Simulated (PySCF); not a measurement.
## Radial density of B (boron, neutral)

UHF, [He] 2s2 2p1, 2P determinant. Computed with PySCF 2.14 in aug-cc-pVDZ-DK, with the spin-free X2C one-electron Hamiltonian (Gaussian nucleus).

```tsv
r (bohr)	4πr²ρ (e/bohr)	4πr²(ρα − ρβ)
0.00670	0.03861	0.0000
0.0113	0.1044	0.0001
0.0190	0.2710	0.0002
0.0319	0.6727	0.0004
0.0536	1.529	0.0010
0.0902	3.019	0.0022
0.152	4.683	0.0051
0.255	4.913	0.0163
0.429	2.759	0.0630
0.722	0.9644	0.1950
1.21	1.332	0.4027
2.04	1.240	0.3776
3.44	0.3264	0.1220
5.78	0.01769	0.0107
9.72	6.770e-05	0.0000
```

Densities and radii are taken from the X2C orbitals without a picture-change correction, which distorts them close to the nucleus.
